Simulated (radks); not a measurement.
The numbers below are computed, except where a source is named.
The antimony anion Sb3-, [Xe], held by a Watson sphere: a shell of charge +3 at radius R that stands for the Madelung well of a crystal (potential energy -3/R inside, -3/r outside, in hartree with lengths in bohr). Code: a radial shooting solver on a logarithmic mesh with Libxc functionals. Model: scalar-relativistic Kohn-Sham, LDA (Slater exchange, VWN5 correlation), spin-unpolarised, spherical densities, point nucleus. Response by self-consistent Sternheimer equations with the Hartree and adiabatic LDA kernel, the relativistic mass of each level held fixed and spin-orbit coupling left out. The sphere does not respond.

R (bohr),e(4d) (eV),e(5s) (eV),e(5p) (eV),<r> 5p (bohr),sum of <r^2> (bohr^2),X-ray form factor at sin(theta)/lambda = 0.3 1/angstrom,alpha (bohr^3)
2.86,-32.342,-14.155,-6.645,2.895,90.97,35.253,59.80
3.53,-31.308,-12.557,-5.579,3.160,103.3,35.361,90.44
4.39,-30.584,-11.158,-4.400,3.487,120.2,35.419,154.1
5.65,-29.955,-9.997,-3.166,3.937,147.4,35.435,323.3
5.88,-29.872,-9.859,-2.995,4.016,152.8,35.436,367.8
